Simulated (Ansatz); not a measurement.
Geometry optimisation, RKS PBE0/def2-SVP in Ansatz.

Input:

```yaml
crystal:
  periodic: [false, false, false]
  atoms:
    - { symbol: Hf, position_ang: [0.0, 0.0, 0.0] }
    - { symbol: F, position_ang: [0.0, 0.0, 2.33] }
    - { symbol: Cl, position_ang: [2.3764, 0.0, -0.8392] }
    - { symbol: Cl, position_ang: [-1.1869, 2.0563, -0.8392] }
    - { symbol: Cl, position_ang: [-1.1869, -2.0563, -0.8392] }
    - { symbol: O, position_ang: [-2.2491, 0.0, 0.7473] }
    - { symbol: H, position_ang: [-2.7942, -0.6297, 0.1759] }
    - { symbol: H, position_ang: [-1.3253, 0.0, 1.9476] }
basis:
  gaussian: { orbitals: def2-SVP }
hamiltonian:
  xc: pbe0
relax:
  f_tol: 0.15
  max_steps: 25
  restrain:
    - { distance: [0, 5], at: 3.27, k: 30.0 }
    - { distance: [7, 1], at: 2.12, k: 30.0 }
    - { distance: [0, 1], at: 1.98, k: 30.0 }
    - { distance: [7, 5], at: 1.01, k: 30.0 }
```

Run as:

```bash
$ ansatz run input.yaml --threads 4 --pin off --max-ram 5120MiB --backend cpu --events-out ev --progress --plain --runs-dir out
```

**Question.** Where does it end, and by what steps?

**Answer.** It converged. The restraints hold the end off the free minimum; the threshold counts their pulls, which the force column leaves out. Restrained pairs: Hf1–O6 (2.37 → 3.25 Å), F2–H8 (1.38 → 2.12 Å), Hf1–F2 (2.33 → 1.95 Å), O6–H8 (1.51 → 0.99 Å). After 9 steps the energy has fallen by 3.943 eV (the restraints' own energy left out); H7 moved furthest, 1.00 Å.

```tsv
step	energy less start (eV)	largest force component (eV/Å)	accepted
0	0.0000	3.406	yes
1	-0.3199	4.000	yes
2	-1.3437	4.757	yes
3	-2.6837	4.084	yes
4	-3.5455	1.683	yes
5	-3.6947	1.545	yes
6	-3.7961	1.302	yes
7	-3.8662	1.285	yes
8	-3.8711	1.966	yes
9	-3.9431	1.169	yes
```

```xyz
8
Properties=species:S:1:pos:R:3
Hf 0.208 0.075 -0.232
F 0.023 -0.021 1.706
Cl 2.496 0.019 -0.661
Cl -0.519 2.081 -1.173
Cl -0.681 -1.844 -1.237
O -2.704 0.021 1.216
H -3.108 -0.845 1.095
H -2.081 -0.116 1.968
```

The run took 18 s on 4 threads of Intel(R) Xeon(R) 6975P-C (Granite Rapids), on a shared host, peak memory 0.34 GiB.
